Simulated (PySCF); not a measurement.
## Bond curve of SbS

Set-up: Sb x2c-SVPall, S x2c-SVPall; spin-free X2C with a Gaussian nucleus (PySCF 2.14). Energies in eV from Sb + S in their ground configurations at the same level. State: ²Π (doublet), unpaired electrons π ↑.

```csv
R (Å),PW91
2.007,-2.970
2.096,-3.555
2.163,-3.780
2.230,-3.871
2.297,-3.858
2.386,-3.727
2.498,-3.440
2.631,-3.004
```

Problem. Put a parabola through the three lowest points of the PW91 curve and estimate Re, k and ωe (reduced mass 25.29 u; 1 eV/Å² = 0.16022 mdyn/Å; ωe = 1302.8·√(k/μ) cm⁻¹).

Solution. Through R = 2.163, 2.23, 2.297 Å the second-order coefficient is 11.6 eV/Å², so Re ≈ 2.255 Å, k ≈ 3.71 mdyn/Å and ωe ≈ 499 cm⁻¹. A polynomial fit of higher order to the unrounded PW91 energies gives Re = 2.254 Å, k = 3.30 mdyn/Å, ωe = 471 cm⁻¹; anharmonicity and rounding make the difference.

The higher-order fit for each curve: PW91: Re = 2.254 Å, ωe = 471 cm⁻¹, De = 3.88 eV.

⟨S²⟩ of the unrestricted solution departs from its pure value on part of the curve, where spin states mix. Spin–orbit coupling is left out, which matters for elements this heavy, above all for dissociation energies. The state was picked by a PBE0 search and need not be the measured ground state.
